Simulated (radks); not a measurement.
Spherical jellium clusters: N electrons in a uniform positive sphere of charge N and radius rs N^(1/3), rs = 4.11 bohr. Method: non-relativistic Kohn-Sham, LDA (Slater exchange, Perdew-Wang correlation), spin-polarised, spherical densities; computed with a radial shooting solver with Libxc functionals. Levels are named by radial order and angular momentum (1s, 1p, 1d, 2s, ...), and open shells are averaged over m.

N = 22, configuration 1s2 1p6 1d10 2s2 1f(up 2, down 0). This is the lowest configuration that the search found. Occupied and some empty levels:

| level | occupation | eigenvalue (eV) | <r> (bohr) |
|---|---|---|---|
| 1s up | 1 | -4.9560 | 7.354 |
| 1s down | 1 | -4.8768 | 7.214 |
| 1p up | 3 | -4.3070 | 8.494 |
| 1p down | 3 | -4.2011 | 8.431 |
| 1d up | 5 | -3.4446 | 9.330 |
| 1d down | 5 | -3.3253 | 9.312 |
| 2s up | 1 | -2.8819 | 7.537 |
| 2s down | 1 | -2.8255 | 7.611 |
| 1f up | 2 | -2.4175 | 10.08 |
| 1f down | 0 | -2.2941 | 10.10 |
| 2p up | 0 | -1.7404 | 9.364 |
| 2p down | 0 | -1.6813 | 9.412 |
| 1g up | 0 | -1.2723 | 10.89 |
| 1g down | 0 | -1.1533 | 10.96 |
| 2d up | 0 | -0.72035 | 11.86 |
| 2d down | 0 | -0.66477 | 12.00 |

Energy (eV): total -40.9873, kinetic 36.260, external -1355.9, Hartree 670.85, exchange-correlation -78.336, background 686.17.

Electron density:

| r (bohr) | n(r) (e/bohr^3) |
|---|---|
| 0.830 | 0.004693 |
| 2.22 | 0.004086 |
| 3.60 | 0.003426 |
| 4.99 | 0.003245 |
| 6.38 | 0.003606 |
| 7.76 | 0.003925 |
| 9.15 | 0.003440 |
| 10.5 | 0.002143 |
| 11.9 | 0.0009073 |
| 13.3 | 0.0002928 |
| 14.7 | 0.00008222 |
| 16.1 | 0.00002106 |
| 17.5 | 5.164e-06 |
